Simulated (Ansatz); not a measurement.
CH6N, charge +1, singlet, at a GFN2-xTB geometry; WB97M-V/def2-SVPD (Ansatz, an electronic-structure program).

Ansatz was given this input:
Ansatz 0.2 input:
```yaml
crystal:
  periodic: [false, false, false]
  atoms:
    - {symbol: C, position_ang: [0.01083306, 0.77896196, 0.01718417]}
    - {symbol: N, position_ang: [-0.00980468, -0.70501536, -0.01555288]}
    - {symbol: H, position_ang: [-1.00520895, 1.16711175, 0.00210253]}
    - {symbol: H, position_ang: [-0.51586148, -1.07647662, 0.79977181]}
    - {symbol: H, position_ang: [-0.47723789, -1.04020507, -0.86877347]}
    - {symbol: H, position_ang: [0.50617443, 1.12581341, 0.92137446]}
    - {symbol: H, position_ang: [0.54711375, 1.16425966, -0.84721029]}
    - {symbol: H, position_ang: [0.94865455, -1.07916738, -0.00149988]}
basis:
  gaussian:
    orbitals: def2-SVPD
hamiltonian:
  xc: {name: wB97M-V}
total_charge: 1
accuracy: high
```

The log (banner, timings and long lists left out):

```
Functional definition: wB97M-V
1837 factors; integrals over basis functions are off by at most 3.3e-9 eV
341 factors; integrals over basis functions are off by at most 2.4e-9 eV
mean field evaluation 1: about -2608.4231 eV, gradient 5.4e1 eV
mean field evaluation 2: about -2610.9027 eV, gradient 4.3e1 eV
mean field evaluation 4: about -2614.5624 eV, gradient 1.2e0 eV
mean field evaluation 8: about -2614.5655 eV, gradient 3.1e-3 eV
mean field evaluation 16: about -2614.5655 eV, gradient 6.4e-8 eV
mean field -2614.56553114 eV, -96.0835110531 hartree, gradient 6.4e-8 eV, S^2 0.000000; 0 other end points of the search recorded, 0 dependent functions left out
reference -2614.56553541 eV, -96.0835112101 hartree; 9, 9 occupied and 79, 79 virtual orbitals, 1837 factors
Total energy: -2614.56553541 eV, -96.0835112101 hartree
```
